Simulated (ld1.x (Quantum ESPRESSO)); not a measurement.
# Zr (Z = 40): excitation energies, all-electron against TM

zirconium, norm-conserving Troullier–Martins (Kleinman–Bylander form), made with ld1.x (Quantum ESPRESSO) 7.5 (LDA (PZ), fully relativistic). Core [Kr], reference 4d2 5s1.5 5p0 (charge +0.5). Waves: 5p (bound, empty): rc 4.20 bohr; 4d (bound): rc 1.80 bohr; 5s (bound): rc 2.50 bohr. Local part: the s channel. Core correction: none.

Open shells are filled in proportion to 2j + 1 (rel_dist='average').

Energies are relative to the spin-unpolarised reference configuration 4d2 5s1.5 5p0; without spin polarisation the order of configurations can differ from experiment. Not all tests gave a result: 1 of 7 tests not solved or not reliable.

Give the all-electron excitation energy and the error of the potential for: 4d2 5s2 5p0; 4d2 5s1 5p0; 4d2 5s0 5p0; 4d2 5s1 5p1; 4d2 5s0 5p2; 4d3 5s1 5p0.

```csv
valence configuration,charge,ΔE all-electron (eV),error AE − PS (meV)
4d2 5s2 5p0,0,-2.971,+2.7
4d2 5s1 5p0,+1,4.380,+4.4
4d2 5s0 5p0,+2,17.622,+62
4d2 5s1 5p1,0,0.143,-0.9
4d2 5s0 5p2,0,3.419,+1.0
4d3 5s1 5p0,0,-1.747,-7.6
```
